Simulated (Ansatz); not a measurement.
C3H10O3Sn, charge -1, doublet, at the geometry of the source list (a state made from the parent by changing its charge; the spin is typed, not shown lowest) (all electrons, no relativity) (a gas-phase anion, which may not be bound at this level); PBE0/STO-3G (Ansatz, a quantum-chemistry and plane-wave program).

The Ansatz input:
Ansatz 0.2 input:
```yaml
crystal:
  periodic: [false, false, false]
  atoms:
    - {symbol: C, position_ang: [-1.06780000, -1.50970000, -0.60420000]}
    - {symbol: C, position_ang: [-1.05330000, -0.20420000, 0.15260000]}
    - {symbol: C, position_ang: [-1.64180000, 0.94380000, -0.63140000]}
    - {symbol: Sn, position_ang: [1.05710000, 0.27300000, 0.71610000]}
    - {symbol: O, position_ang: [2.25900000, -0.03880000, -0.85760000]}
    - {symbol: O, position_ang: [1.84290000, -0.86720000, 2.13940000]}
    - {symbol: O, position_ang: [1.48370000, 2.14480000, 1.24820000]}
    - {symbol: H, position_ang: [-0.51280000, -1.42520000, -1.53370000]}
    - {symbol: H, position_ang: [-0.63560000, -2.31580000, -0.01500000]}
    - {symbol: H, position_ang: [-2.09830000, -1.77410000, -0.84040000]}
    - {symbol: H, position_ang: [-1.54900000, -0.30860000, 1.12010000]}
    - {symbol: H, position_ang: [-2.69330000, 0.73690000, -0.82900000]}
    - {symbol: H, position_ang: [-1.13410000, 1.06360000, -1.58610000]}
    - {symbol: H, position_ang: [-1.57950000, 1.87960000, -0.07820000]}
    - {symbol: H, position_ang: [3.17060000, 0.20830000, -0.71270000]}
    - {symbol: H, position_ang: [2.45990000, -1.52100000, 1.80480000]}
    - {symbol: H, position_ang: [1.69250000, 2.71460000, 0.50700000]}
basis:
  gaussian:
    orbitals: STO-3G
hamiltonian:
  xc: pbe0
total_charge: -1
magnetization: {spin_polarized: true, initial_magnetization: 1}
```

What the program printed (banner, timings and long lists left out):

```
Functional definition: PBE0
940 factors; integrals over basis functions are off by at most 4.1e-5 eV
mean field evaluation 1: about -171589.7478 eV, gradient 2.0e1 eV
mean field evaluation 2: about -171589.3882 eV, gradient 2.2e1 eV
mean field evaluation 4: about -171592.7147 eV, gradient 1.1e0 eV
mean field evaluation 8: about -171592.7270 eV, gradient 3.6e-2 eV
mean field evaluation 16: about -171592.7270 eV, gradient 3.7e-5 eV
mean field -171592.72704100 eV, -6305.9164090291 hartree, gradient 3.7e-5 eV, S^2 0.755834; 0 other end points of the search recorded, 0 dependent functions left out
reference -171592.72706342 eV, -6305.9164098527 hartree; 52, 51 occupied and 15, 16 virtual orbitals, 940 factors
Total energy: -171592.72706342 eV, -6305.9164098527 hartree
```
